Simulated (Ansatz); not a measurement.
The same redistribution along the group F, Cl, Br.

Gas-phase electronic energies from Ansatz, PBE0-D4/def2-TZVP geometries. CBS: MP2 limit from def2 TZ/QZ plus the TZ coupled-cluster correction, frozen cores. This one scheme is used for every species. DFT in def2-TZVPP. For Br outer-core shells are correlated without core-valence functions, which leaves a few kJ/mol of doubt a bond. Scalar relativity is left out up to krypton. Each species was taken in one conformer, which may not be the lowest.

```json
{"reaction": "`N[Si](N)(F)F` + `NBN` → `N[Si](N)(N)F` + `NBF`", "B97M-V (kJ/mol)": "53", "CCSD(T)/CBS(def2) (kJ/mol)": "54"}
{"reaction": "`N[Si](N)(Cl)Cl` + `NBN` → `N[Si](N)(N)Cl` + `NBCl`", "B97M-V (kJ/mol)": "45", "CCSD(T)/CBS(def2) (kJ/mol)": "43"}
{"reaction": "`N[Si](N)(Br)Br` + `NBN` → `N[Si](N)(N)Br` + `NBBr`", "B97M-V (kJ/mol)": "40", "CCSD(T)/CBS(def2) (kJ/mol)": "39"}
```

Largest T1 diagnostic: 0.012, for `NBF`.
